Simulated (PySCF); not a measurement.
C₅H₆ClFO.
Geometry (PBE0-D3(BJ)/def2-SVP, Å), atoms numbered from 1 in this order:
```xyz
14
C5H6ClFO angstrom
C     -2.0692   -0.1659   -0.2644
C     -0.7985   -0.3745    0.5562
C      0.1734    0.7390    0.3693
C      1.4546    0.6914   -0.0270
F      2.1480    1.8221   -0.1370
C      2.2054   -0.5388   -0.3737
O      1.7843   -1.6507   -0.3458
Cl     3.8748   -0.2085   -0.8673
H     -2.7906   -0.9729   -0.0703
H     -2.5599    0.7894   -0.0196
H     -1.8479   -0.1626   -1.3422
H     -1.0647   -0.4026    1.6288
H     -0.3334   -1.3384    0.3188
H     -0.1937    1.7541    0.5670
```

All values: PBE0/pcSseg-1 (PySCF, non-relativistic), on one gas-phase PBE0-D3(BJ)/def2-SVP geometry that isn't relaxed in the solvent. The solvent is an IEF-PCM continuum (cavity from Bondi-type radii × 1.2). The model holds no explicit solvent molecules, cavitation or dispersion.

```json
{"run": "gas", "E − E(gas) (kcal/mol)": "0.00", "HOMO (eV)": "-8.07", "HOMO–LUMO gap (eV)": "5.74", "dipole (D)": "3.19"}
{"run": "P", "E − E(gas) (kcal/mol)": "-2.79", "HOMO (eV)": "-7.93", "HOMO–LUMO gap (eV)": "5.67", "dipole (D)": "3.90"}
{"run": "Q", "E − E(gas) (kcal/mol)": "-3.84", "HOMO (eV)": "-7.88", "HOMO–LUMO gap (eV)": "5.64", "dipole (D)": "4.17"}
```

Question: The runs were made in acetonitrile and chloroform. Which run belongs to which solvent?

Answer: P = chloroform, Q = acetonitrile. The dielectric constants are 4.711 (chloroform), 35.69 (acetonitrile), and the energy falls further as ε rises. In this model the ground state sees the solvent through ε alone.

Question: How constant is the ratio of the lowering to (ε − 1)/(2ε + 1)?

Answer: 
```
     solvent  (ε − 1)/(2ε + 1)  E − E(gas) (kcal/mol)  ratio (kcal/mol)  polarisation term (kcal/mol)
  chloroform             0.356                  -2.79              -7.8                         -3.14
acetonitrile             0.479                  -3.84              -8.0                         -4.53
```

The ratio changes by +2.4 % in size from chloroform to acetonitrile. The polarisation term is half the interaction of the solute with the induced surface charges.
